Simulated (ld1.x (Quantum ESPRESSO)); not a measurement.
## Which setting gave this result? (Ga (Z = 31), TM)

Base potential:

ld1.x (Quantum ESPRESSO) 7.5 input, shortened:

```
&input
   title='Ga', zed=31., rel=1, dft='PZ', iswitch=3,
   config='[Ar] 3d10 4s2 4p1'
 /
 &inputp
   pseudotype=2, tm=.true., lloc=-1, rcloc=1.65,
   nlcc=.false.
 /
2
4S  1  0   2.00   0.00  1.95  1.95  0.0
4P  2  1   1.00   0.00  2.40  2.40  0.0
 &test
   configts(1)='4s2 4p1'
 /
```

Cutoffs, loose and tight: the cutoffs (Ry, on a coarse ladder) from which the occupation-weighted sum of valence levels, in a spherical-Bessel basis at the reference potential, stays within 10 and 1 mRy of its value at 400 Ry. They do not see the model core or the augmentation charge, which bear on the density cutoff. Test errors are all-electron minus pseudo excitation energies from the reference, over the configurations 4s2 4p0; 4s1 4p0; 4s2 4p0.5; 4s1 4p2; 4s0 4p3; 4s1 4p1; 4s2 4p1.3 (two spin-polarised tests are not counted in the largest error); variants that change the core or the reference have their own tests. The largest error is taken over the tests solved by every variant that gives reliable tests at all, those not shown here included: 4s0 4p3; 4s1 4p1; 4s1 4p2; 4s2 4p0; 4s2 4p0.5; 4s2 4p1.3.

Only the scale of all radii (base = 1) is moved (1 further runs of the sweep failed or gave no value and are left out):

```tsv
scale of all radii (base = 1)	cutoff, loose	cutoff, tight	bound ghosts	largest test error (meV)	median size of the test errors
0.91	15 Ry	35 Ry	none	+79	16.1 meV
1.03	12 Ry	35 Ry	none	+78	15.6 meV
1.14	12 Ry	30 Ry	none	+72	14.1 meV
1.39	8 Ry	18 Ry	none	+38	10.4 meV
```

Question: One more run gave cutoff, loose: 10 Ry; cutoff, tight: 25 Ry; bound ghosts: none; largest test error (meV): +62; median size of the test errors: 11.6 meV. Which value of the scale of all radii (base = 1) was used?

Answer: 1.23. The median size of the test errors moves one way along this sweep, from 16.1 meV at 0.91 to 10.4 meV at 1.39, which places the run between 1.14 and 1.39.
